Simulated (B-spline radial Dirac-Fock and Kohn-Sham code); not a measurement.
# X-ray scattering factor of Rh⁴⁰⁺

System: Rh⁴⁰⁺, configuration 1s2 2s2 2p1.

Model: Dirac-Fock orbitals of the configuration average with a finite nucleus. Program: a radial finite-basis atomic code. f₀ is the Fourier transform of the spherical electron density, S the Waller-Hartree incoherent function, and s = sin θ/λ.

```
s (Å⁻¹)     f₀      S
      0  5.000  0.000
   0.08  4.997  0.005
   0.09  4.996  0.006
   0.11  4.995  0.009
   0.13  4.992  0.013
   0.15  4.990  0.017
   0.17  4.987  0.022
    0.2  4.982  0.030
   0.24  4.974  0.043
   0.28  4.965  0.058
   0.32  4.955  0.076
   0.37  4.939  0.101
   0.44  4.915  0.141
   0.51  4.886  0.189
   0.59  4.848  0.250
   0.69  4.794  0.336
   0.81  4.720  0.453
   0.94  4.629  0.594
    1.1  4.503  0.783
   1.28  4.346  1.009
    1.5  4.138  1.295
   1.74  3.897  1.604
   2.03  3.598  1.957
```

f₀ starts at the number of electrons, 5. The sum of ⟨r²⟩ over the electrons is 0.06068 bohr².

Values without a named source are computed, but for edge energies of neutral atoms, which are taken from tables.
